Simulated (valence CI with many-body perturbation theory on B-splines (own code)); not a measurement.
# Ge XI: magnetic and hyperfine properties of the levels

Computed by valence CI with perturbative core correlation (CI+MBPT): four valence electrons over a frozen Dirac-Fock core [Ar], a basis of 9 s, 9 p, 10 d, 8 f, 5 g, 3 h, 1 i functions for each j, with the one-electron correlation potential Σ1 (screened to all orders), the two-electron term Σ2, the three-electron term Σ3, Breit, model QED; selected single and double excitations, second order for the rest, scaled by the run's own slope (own B-spline code, finite nucleus).

No measured spectrum was set against this ion. As an estimate, terms of the open shell hold to 2 to 4 % of their energy, and close levels can change places. Core correlation moves these levels by up to 5500 cm⁻¹, and in measured spectra 5 to 20 % of such shifts remained as error; rates that hang on mixing are uncertain with them. Only levels of the ground parity were solved; by the run's estimate the other parity begins above the list, which can be wrong where configurations are misplaced.

A/g_I is the dipole constant over the nuclear g factor μ/I (μ in nuclear magnetons, uniformly magnetised nucleus), B/Q the quadrupole constant per barn. Both hold the static response of the core; the bare values leave it out. Large factors of s and p1/2 electrons are usually good to 5 to 10 %; those of open d and f shells near neutrality can be off by tens of per cent, and small factors of p3/2, d and f electrons come from cancelling terms and can be off by a factor of two or in sign, in half-filled shells by more. B is blank for J = 1/2, where it vanishes, and for nearly pure S terms. Energies count from the lowest level. Levels with J = 0 are left out.

Letters in brackets count levels of one name in rising energy.

```tsv
Level	E (cm⁻¹)	g	A/g_I (MHz)	A/g_I bare	B/Q (MHz/b)	B/Q bare
3d4 5D_1	885	1.500	147	365	910	940
3d4 5D_2	2374	1.499	380	598	570	589
3d4 5D_3	4270	1.498	652	871	-644	-667
3d4 5D_4	6427	1.497	932	1150	-2650	-2740
3d4 3H_4	42943	0.846	2150	2120	1400	1450
3d4 3H_5	44994	1.044	1790	1840	1560	1610
3d4 3P_1 [a]	45419	1.490	707	923	-116	-124
3d4 3H_6	46606	1.162	1700	1790	1320	1370
3d4 3F_3 [a]	48318	0.988	1960	1980	61.5	64.0
3d4 3F_2 [a]	48731	0.672	2520	2410	-210	-218
3d4 3F_4 [a]	49445	1.172	1510	1600	-254	-263
3d4 3P_2 [a]	52014	1.487	894	1110	58.5	59.0
3d4 3G_3	54745	0.847	2060	2030	-588	-613
3d4 3G_4	55633	1.070	1770	1820	-772	-803
3d4 3G_5	57081	1.188	1480	1580	-950	-987
3d4 3D_3	66427	1.328	1240	1390	358	377
3d4 1I_6	66975	1.003	1900	1930	2600	2690
3d4 3D_2	67105	1.166	1510	1600	473	494
3d4 3D_1	68173	0.510	2860	2700	283	295
3d4 1G_4 [a]	68916	1.012	1730	1760	-1160	-1190
3d4 1D_2 [a]	84497	1.007	1910	1940	1470	1520
3d4 1F_3	94301	1.004	1860	1890	3180	3290
3d4 3P_2 [b]	109820	1.492	836	1060	710	740
3d4 3F_4 [b]	111590	1.245	1260	1380	2980	3090
3d4 3F_2 [b]	112260	0.671	2820	2710	2250	2330
3d4 3F_3 [b]	112800	1.080	1800	1860	2370	2460
3d4 3P_1 [b]	114690	1.499	206	425	-555	-575
3d4 1G_4 [b]	127120	1.003	1940	1970	1080	1120
3d4 1D_2 [b]	167040	0.999	1900	1920	-3120	-3230
```

Task: Take the isotope of mass number 73, with I = 9/2, μ = -0.87824 μN and Q = -0.196 b. What is the hyperfine structure of 3d4 3P_1 [a]?

Result: From the table A = -138 MHz, B = 22.8 MHz. Shifts from the centre of gravity in MHz: F = 7/2: 769, F = 9/2: 123, F = 11/2: -615.
